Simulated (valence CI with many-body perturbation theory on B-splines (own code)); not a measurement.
Values are calculated unless marked as measured or tabulated.
# Sc14+: input, log and results

Method: relativistic CI+MBPT: five valence electrons over a frozen Dirac-Fock core [He], a basis of 9 s, 9 p, 8 d, 6 f, 3 g, 1 h functions for each j, with the one-electron correlation potential Σ1 (screened to all orders), the two-electron term Σ2, the three-electron term Σ3, Breit, model QED; selected single and double excitations, second order for the rest (own B-spline code, finite nucleus).

Command, and the settings that its task file holds:

```sh
python run_cv.py task.json out
```

```
atom Sc  Z=21  mass_number=45  rms_radius_fm=3.5459
core [He]
valence 2s2 2p3
avg = 1
basis = M
breit = 1
cap = 40000
capref = 1200
cscale = 1
de = 0.0
dress = 0
eps = 2e-08
h = 0.27
hh = 1
l2 = 3
lcore = 6
maxit = 60
n2 = 5
natural = 1
nlev = 45
nno = [5, 5, 5, 4, 2, 1]
nroot = 26
nsp = [4, 4, 3, 2, 1, 0]
pt2 = 1
qed = 1
rpa = 1
s1 = 1
s2 = 1
s3 = 1
screen = 1
tol = 2e-05
```

It took 4.7 min on 1 thread of Arm Neoverse V2, with other jobs on the host.

Log. The first blocks belong to the next ion, which gives the ionisation energy. Fields: 2J, parity (1 odd), roots, reference size, generating configurations, candidates as configurations/state functions, variational space P, stored matrix elements, Davidson steps; e2 is the range of second-order energies in hartree. The first line gives the box (bohr), its intervals, the orbitals and the steps of their self-consistent field. Window is the range of levels sought, series limit the energy at which the first omitted orbital would enter, core excitation an estimate of the first excitation out of the core, left out the lowest levels not solved, and shifts from estimates the range by which levels moved from their first estimate, all in cm⁻¹.

```
rmax 5.6 intervals 61 orbitals 63 references ['2s2 2p3', '2s 2p4', '2p5'] scf 5 t 0.5
2J=0 par=0 roots 2 ref 28 generators 5 cand 4417/6041 P 2333/3243 nnz 1.3e+06 it 5
2J=0 par=0 roots 2 ref 28 generators 11 cand 10711/18219 P 3431/4927 nnz 2.1e+06 it 5
   second order: generators 27 cand 26415/46731 e2 -0.00006 -0.00004
2J=2 par=0 roots 2 ref 58 generators 3 cand 5804/20220 P 1329/3999 nnz 2.5e+06 it 5
2J=2 par=0 roots 2 ref 58 generators 10 cand 13946/54252 P 3048/10412 nnz 1.2e+07 it 6
   second order: generators 33 cand 35490/150312 e2 -0.00013 -0.00009
2J=4 par=0 roots 2 ref 64 generators 4 cand 5160/16422 P 1336/3997 nnz 2.7e+06 it 7
2J=4 par=0 roots 2 ref 64 generators 10 cand 12396/57807 P 3502/11831 nnz 1.6e+07 it 6
   second order: generators 28 cand 30459/165433 e2 -0.00010 -0.00010
reference levels 610, estimated 442, window 4627133 1/cm; series limit 6423740, core excitation 33625621
2J=3 par=1 roots 16 ref 95 generators 23 cand 30312/228707 P 2013/7997 nnz 5e+06 it 10
2J=3 par=1 roots 16 ref 95 generators 43 cand 60681/541552 P 7262/39994 nnz 8.5e+07 it 11
   second order: generators 118 cand 141330/1541129 e2 -0.00239 -0.00069
2J=5 par=1 roots 10 ref 77 generators 16 cand 30168/279530 P 1839/7999 nnz 5.7e+06 it 8
2J=5 par=1 roots 10 ref 77 generators 31 cand 48843/495001 P 6373/39990 nnz 9.2e+07 it 10
   second order: generators 85 cand 121410/1599262 e2 -0.00251 -0.00094
2J=1 par=1 roots 10 ref 64 generators 18 cand 24871/119345 P 2717/7997 nnz 4.3e+06 it 9
2J=1 par=1 roots 10 ref 64 generators 39 cand 51499/282469 P 10153/39998 nnz 7.5e+07 it 9
   second order: generators 115 cand 136419/927696 e2 -0.00057 -0.00018
2J=5 par=0 roots 15 ref 81 generators 22 cand 29956/260021 P 1941/7998 nnz 5.8e+06 it 9
2J=5 par=0 roots 15 ref 81 generators 42 cand 61134/752551 P 6332/39993 nnz 8.6e+07 it 9
   second order: generators 129 cand 168349/2431630 e2 -0.01122 -0.00272
2J=3 par=0 roots 16 ref 89 generators 22 cand 29277/215695 P 1910/7999 nnz 5.7e+06 it 9
2J=3 par=0 roots 16 ref 89 generators 52 cand 77248/779034 P 6758/39992 nnz 8.5e+07 it 10
   second order: generators 151 cand 183819/2213039 e2 -0.00891 -0.00126
2J=1 par=0 roots 13 ref 62 generators 23 cand 26309/121769 P 2790/7987 nnz 4.6e+06 it 8
2J=1 par=0 roots 13 ref 62 generators 47 cand 60405/371488 P 9934/40000 nnz 7e+07 it 10
   second order: generators 139 cand 158933/1129214 e2 -0.00297 -0.00032
2J=7 par=1 roots 4 ref 46 generators 11 cand 23192/224167 P 1805/7991 nnz 5.8e+06 it 8
2J=7 par=1 roots 4 ref 46 generators 18 cand 37986/425440 P 5817/40000 nnz 9.6e+07 it 9
   second order: generators 54 cand 100871/1417161 e2 -0.00449 -0.00142
2J=7 par=0 roots 7 ref 46 generators 12 cand 24073/227089 P 1827/7998 nnz 5.6e+06 it 9
2J=7 par=0 roots 7 ref 46 generators 29 cand 58233/805970 P 5749/39999 nnz 9.7e+07 it 8
   second order: generators 84 cand 135951/2229623 e2 -0.00610 -0.00239
2J=9 par=0 roots 3 ref 22 generators 5 cand 13525/126100 P 1833/8000 nnz 6.1e+06 it 6
2J=9 par=0 roots 3 ref 22 generators 11 cand 30916/366164 P 5555/39995 nnz 1.2e+08 it 8
   second order: generators 45 cand 93446/1533037 e2 -0.00086 -0.00068
2J=9 par=1 roots 1 ref 17 generators 3 cand 8651/81591 P 1433/7998 nnz 7.9e+06 it 5
2J=9 par=1 roots 1 ref 17 generators 7 cand 19752/242962 P 4099/33123 nnz 1.1e+08 it 5
   second order: generators 15 cand 34944/499777 e2 -0.00020 -0.00020
left out: unestimated 5784579, estimated 4903662, shifts from estimates -352 to 1219
operators 0.1
```

The Davidson iterations converged.

No measured levels were compared; by estimate levels of excited configurations hold to 0.05 to 0.15 % of their energy, terms of the ground configuration to about 0.5 %. Among the levels kept, up to 2000 cm⁻¹ of a level comes from second order outside the variational space, and about a tenth of that is noise between levels of different J, which matters for small intervals.

```
Valence energy                            : -203.2451 hartree
Ionisation energy                         : 925.95 eV (NIST: 926.5 ± 0.7 eV (semi-empirical))
Reference configurations for the orbitals : 2s2 2p3, 2s 2p4, 2p5
Radial orbitals                           : 63
Box radius                                : 5.619 bohr
Largest variational space                 : 40000
Lowest levels                             : 2s²2p³ ⁴S°_3/2 0.00, 2s²2p³ ²D°_3/2 13.82, 2s²2p³ ²D°_5/2 15.15, 2s²2p³ ²P°_1/2 22.96, 2s²2p³ ²P°_3/2 24.89, 2s2p⁴ ⁴P_5/2 68.46, 2s2p⁴ ⁴P_3/2 71.59, 2s2p⁴ ⁴P_1/2 72.97, 2s2p⁴ ²D_3/2 94.44, 2s2p⁴ ²D_5/2 94.78, 2s2p⁴ ²S_1/2 109.42, 2s2p⁴ ²P_3/2 113.75, 2s2p⁴ ²P_1/2 118.08, 2p⁵ ²P°_3/2 178.83 eV
```
